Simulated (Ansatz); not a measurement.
Cartesian coordinates in Å:
```
C -1.299 -0.150 -0.529
N -0.020 0.009 0.116
C -0.088 0.135 1.548
B 1.190 0.039 -0.585
O 1.182 -0.087 -1.954
H -1.950 0.710 -0.328
H -1.164 -0.240 -1.605
H -1.814 -1.048 -0.164
H -0.686 1.006 1.843
H 0.915 0.252 1.960
H -0.549 -0.750 2.004
H 2.220 0.176 0.020
H 2.064 -0.052 -2.324
```

Total charge 0; spin multiplicity 1.

Q: List the CAM-B3LYP/def2-TZVPP orbital energies in eV (Ansatz). (An estimate is asked.)

A: Ansatz gave: Occupied: -522.39, -391.26, -279.30, -279.17, -185.53, -29.77, -26.98, -21.51, -19.56, -16.82, -15.26, -14.38, -14.25, -13.36, -12.43, -12.00, -11.76, -11.53, -10.52, -8.10. Lowest empty: 1.84, 2.12, 2.16, 3.03, 3.68, 3.94, 4.20, 4.30.
